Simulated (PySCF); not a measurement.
**Vertical excitation energies**

Species: (CH3CH2)3CF, C7H15F.
Atom-mapped SMILES: `[CH3:1][CH2:2][C:3]([F:4])([CH2:5][CH3:6])[CH2:7][CH3:8]` (hydrogens: H9, H10, H11 on C1; H12, H13 on C2; H14, H15 on C5; H16, H17, H18 on C6; H19, H20 on C7; H21, H22, H23 on C8)

Method: PySCF 2.14.0, density-fitted response routines, TDDFT PBE0/def2-SVPD, vertical, gas phase, core orbitals frozen in the response. Geometry: PBE0-D3(BJ)/def2-SVP, one conformer, isolated molecule. Torsions of this conformer, `[CH3:1][CH2:2][C:3]([F:4])([CH2:5][CH3:6])[CH2:7][CH3:8]`: C1–C2–C3–F4 -60°, C2–C3–C5–C6 176°, C2–C3–C7–C8 64°.

**Question.** Predict the UV-vis stick spectrum at this level.

**Answer.** 

```tsv
state	E (eV)	E (kJ/mol)	λ (nm)	f	main configurations (H = HOMO, L = LUMO)
S1	8.18	789	151.6	0.0020	H→L (98%)
S2	8.26	797	150.0	0.0037	H-1→L (98%)
S3	8.85	854	140.0	0.0006	H→L+1 (61%), H-2→L (30%)
S4	8.86	855	139.9	0.026	H→L+2 (94%)
S5	8.94	863	138.7	0.0044	H-1→L+2 (75%), H→L+1 (13%)
S6	8.97	865	138.2	0.0040	H-1→L+1 (84%), H→L+3 (11%)
S7	8.98	867	138.1	0.0005	H-2→L (58%), H→L+1 (23%), H-1→L+2 (10%)
S8	9.04	872	137.2	0.022	H→L+3 (85%), H-1→L+1 (11%)
S9	9.11	879	136.0	0.0000	H-1→L+3 (88%), H-4→L (8%)
S10	9.22	890	134.5	0.0021	H-3→L (74%), H-2→L+1 (19%)
```

Triplets, Tamm–Dancoff:

```csv
state,E (eV),λ (nm),"main configurations (H = HOMO, L = LUMO)"
T1,8.05,153.9,H→L (96%)
T2,8.15,152.2,H-1→L (94%)
T3,8.63,143.7,H→L+2 (80%)
T4,8.67,143.0,"H-2→L (45%), H→L+1 (27%), H-1→L+2 (13%)"
```

The lowest singlet lies at 8.18 eV (152 nm, vacuum ultraviolet) and is very weak; its leading configuration is HOMO→LUMO (98%). The most intense listed level is S4 at 8.86 eV (140 nm, f = 0.026), 0.69 eV above S1. Löwdin shares by element: HOMO carbon 44% or more, fluorine 15% (atoms not listed hold the other 41%); LUMO carbon 35% or more (atoms not listed hold the other 65%). The listed states span 1.04 eV, and the widest gap between neighbours is 0.59 eV (S2 to S3). Weighted by f, the mean energy of these states is 8.89 eV. Orbital energies (eV): HOMO-3 -9.75, HOMO-2 -9.45, HOMO-1 -8.73, HOMO -8.64, LUMO 0.59, LUMO+1 1.23, LUMO+2 1.32. The vertical ionisation energy (ΔSCF) is 10.44 eV, 1.22 eV above S10. The window holds the lowest 10 singlets.
